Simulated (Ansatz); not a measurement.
CH$_{4}$FInS (`[CH3][In]([F])[SH]`), charge 0, multiplicity 1.

Give a relaxed structure at PBE0-D4/def2-TZVP (the Gaussian-basis code of Ansatz). (An estimate is asked.)

The calculation gave: 
```xyz
8

C     0.962   -0.186   -1.246
In   -0.254    0.045    0.482
F     0.615   -0.250    2.217
S    -2.516    0.592    0.918
H     0.658   -1.082   -1.786
H     0.849    0.679   -1.898
H     1.999   -0.282   -0.929
H    -2.313    0.482    2.243
```
